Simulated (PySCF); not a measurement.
Nuclear quadrupole coupling in `C#CC#CC[Si@@H](P)COC`

Compound: C7H11OPSi.
Structure used (GFN2-xTB), in Å, numbered top down from 1:
```
atom  x, y, z in Å
C1     2.5129    4.1354   -1.6816
C2     2.3971    3.0678   -1.1356
C3     2.2570    1.8709   -0.5085
C4     2.1493    0.8145    0.0673
C5     1.9677   -0.4350    0.7475
Si6    0.4796   -1.4314    0.0377
P7    -0.4140   -2.6227    1.6976
C8    -1.0250   -0.2837   -0.2670
O9    -1.9651   -0.7481    0.6823
C10   -3.1606   -0.0174    0.7222
H11    2.6180    5.0624   -2.1591
H12    2.8807   -1.0281    0.6675
H13    1.7939   -0.2417    1.8101
H14    0.8995   -2.0503   -1.2340
H15   -1.2730   -3.3470    0.8944
H16    0.5365   -3.6389    1.6939
H17   -1.4355   -0.3676   -1.2809
H18   -0.7932    0.7748   -0.0956
H19   -2.9699    1.0400    0.9437
H20   -3.6953   -0.0862   -0.2339
H21   -3.7696   -0.4508    1.5136
```

Field gradients from the PBE0/pcSseg-1 density (PySCF, non-relativistic), principal values in atomic units, ordered |Vxx| ≤ |Vyy| ≤ |Vzz|:

```json
{"atom": "O9", "Vxx": "0.0392", "Vyy": "2.0318", "Vzz": "-2.0710"}
```

**Question.** Find the asymmetry η = (Vxx − Vyy)/Vzz and the couplings χ = eQV/h (234.96 MHz × Q in barn × V in au), with Q(17O) = −0.0256 b.

**Answer.** 
| atom | environment | nucleus | η | χzz (MHz) | χxx (MHz) | χyy (MHz) |
| --- | --- | --- | --- | --- | --- | --- |
| O9 | ether oxygen | 17O | 0.96 | 12.46 | -0.24 | -12.22 |

At O9 η is above 0.9: Vyy and Vzz are nearly equal in size and opposite in sign, so a small change could swap them and flip the sign of χzz. 

**Question.** What is Vzz at O9 in SI units (1 au = 9.71736 × 10²¹ V/m²)?

**Answer.** -2.0710 au = -20.125 × 10²¹ V/m².

Were the hydrogens deuterons (Q(2H) = 0.00286 b), χzz would run from 103 kHz (H14) to 268 kHz (H11).

Isolated species at its GFN2-xTB geometry (one conformer only). GFN2-xTB bond lengths can be off by several hundredths of an ångström, more for odd bonds, and the gradients follow them. A larger basis could move these couplings by a tenth or more.
